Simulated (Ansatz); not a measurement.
Start from `[F][W](=[S])([Cl])([Cl])[Cl]` and change one atom or group to get `[F][W]([F])(=[S])([Cl])[Cl]`.

Ansatz, PBE0-D4/def2-TZVP geometries, multiplicity 1. 

Elements past krypton have def2 core potentials.

```json
{"property": "LUMO energy (PBE/def2-TZVPP) / eV", "`[F][W](=[S])([Cl])([Cl])[Cl]`": "-5.02"}
{"property": "HOMO–LUMO gap (ωB97M-V/def2-TZVPP) / eV", "`[F][W](=[S])([Cl])([Cl])[Cl]`": "8.67"}
{"property": "LUMO energy (ωB97M-V/def2-TZVPP) / eV", "`[F][W](=[S])([Cl])([Cl])[Cl]`": "-2.31"}
{"property": "ideal-gas entropy at 298 K and 1 bar (rigid rotor, harmonic PBE0-D4/def2-TZVP) / J/(mol·K)", "`[F][W](=[S])([Cl])([Cl])[Cl]`": "397"}
{"property": "HOMO energy (PBE0/def2-TZVPP) / eV", "`[F][W](=[S])([Cl])([Cl])[Cl]`": "-8.93"}
{"property": "LUMO energy (B3LYP/def2-TZVPP) / eV", "`[F][W](=[S])([Cl])([Cl])[Cl]`": "-4.54"}
```

Question: What does the change do to each property? (An estimate is asked.)

Answer: Ansatz gave: 
```
                                                                                  property  `[F][W]([F])(=[S])([Cl])[Cl]`  shift
                                                         LUMO energy (PBE/def2-TZVPP) / eV                          -4.86   0.16
                                                   HOMO–LUMO gap (ωB97M-V/def2-TZVPP) / eV                           9.06   0.39
                                                     LUMO energy (ωB97M-V/def2-TZVPP) / eV                          -2.06   0.25
ideal-gas entropy at 298 K and 1 bar (rigid rotor, harmonic PBE0-D4/def2-TZVP) / J/(mol·K)                            385    -12
                                                        HOMO energy (PBE0/def2-TZVPP) / eV                          -9.05  -0.12
                                                       LUMO energy (B3LYP/def2-TZVPP) / eV                          -4.37   0.17
```

With PBE0 the HOMO falls by 0.12 eV and the LUMO rises by 0.19 eV, so the gap widens by about 0.31 eV. PBE moves the HOMO by -0.11 eV and ωB97M-V by -0.14 eV.

B3LYP here is the variant with VWN-RPA as its local correlation; programs differ in this.
